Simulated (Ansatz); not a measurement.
Reactions of C₂H₅NSiZn (`[SiH3]C1N=[C]1[ZnH]`).

Isolated molecules relaxed with PBE0-D4/def2-TZVP in Ansatz; ΔE leaves out vibrations. CBS: MP2 limit from def2 TZ/QZ plus the TZ coupled-cluster correction, frozen cores. This one scheme is used for every species. DFT in def2-TZVPP. B3LYP here is the variant with VWN-RPA as its local correlation; programs differ in this. For Br, Ge, Zn outer-core shells are correlated without core-valence functions, which leaves a few kJ/mol of doubt a bond. Scalar relativity is left out up to krypton. Each species was taken in one conformer, which may not be the lowest.

```tsv
reaction	PBE0-D4 (kJ/mol)	B3LYP-D4 (kJ/mol)	r2SCAN-D4 (kJ/mol)	B2PLYP (kJ/mol)
`[SiH3]C1N=[C]1[ZnH]` + H–F → `[F][ZnH]` + `[SiH3]C1C=N1`	-55	-64	-66	-66
`[SiH3]C1N=[C]1[ZnH]` + silanol → `[SiH3][O][ZnH]` + `[SiH3]C1C=N1`	-43	-49	-50	-52
`[SiH3]C1N=[C]1[ZnH]` + `[OH][GeH3]` → `[ZnH][O][GeH3]` + `[SiH3]C1C=N1`	-30	-36	-38	-40
`[SiH3]C1N=[C]1[ZnH]` + `OC(F)F` → `FC(F)[O][ZnH]` + `[SiH3]C1C=N1`	-42	-50	-51	-51
`[SiH3]C1N=[C]1[ZnH]` + HBr → `[ZnH][Br]` + `[SiH3]C1C=N1`	-132	-130	-133	-132
```

Question: Give the CCSD(T)/CBS values in the same order. (An estimate is asked.)

Answer: Computed: -60, -52, -39, -50, -135 kJ/mol.

Largest T1 diagnostic: 0.018, for `[F][ZnH]`.
